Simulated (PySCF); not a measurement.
These 3 structures share the formula C7H15As. Level of theory: PBE0-D3(BJ)/def2-SVP geometry optimisation, gas phase in PySCF 2.14.0. Energies are electronic, without zero-point or thermal terms, for one conformer each. No frequencies were run at this level. Point groups hold within 0.08 Å.

Question: Rank from lowest to highest electronic energy at this level (kJ/mol).
A. `[CH2:1]=[C:2]([CH3:3])[C@H:4]([AsH2:5])[CH2:6][CH2:7][CH3:8]` with C1–C2–C4–As5 -110°, C2–C4–As5–H 152° and 59°, C2–C4–C6–C7 -172°, C4–C6–C7–C8 176°
B. `[CH2:1]=[CH:2][CH2:3][As:4]([CH3:5])[CH:6]([CH3:7])[CH3:8]` with C1–C2–C3–As4 100°, C2–C3–As4–C5 -57°, C3–As4–C6–C7 66°
C. `[CH3:1][CH2:2][CH:3]1[CH2:4][CH2:5][AsH:6][CH2:7][CH2:8]1` with C1–C2–C3–C4 -169°, C2–C3–C4–C5 173°, C3–C4–C5–As6 65°, C4–C5–As6–C7 -57°, C5–As6–C7–C8 57°

Answer: C (0.0), B (89.6), A (100.1).

As drawn, the highest has a C=C bond outside aromatic rings, which the lowest lacks.

```json
{"SMILES": "CCC1CC[AsH]CC1", "E (Eh)": "-2510.59928", "E rel (kJ/mol)": "0.0", "dipole (D)": "1.32", "point group": "C1", "A, B, C (MHz)": "3283, 718.6, 626.3"}
{"SMILES": "C=CC[As](C)C(C)C", "E (Eh)": "-2510.56516", "E rel (kJ/mol)": "89.6", "dipole (D)": "0.81", "point group": "C1", "A, B, C (MHz)": "1804, 1064, 912.2"}
{"SMILES": "C=C(C)[C@H]([AsH2])CCC", "E (Eh)": "-2510.56115", "E rel (kJ/mol)": "100.1", "dipole (D)": "0.89", "point group": "C1", "A, B, C (MHz)": "1386, 950.4, 659.2"}
```
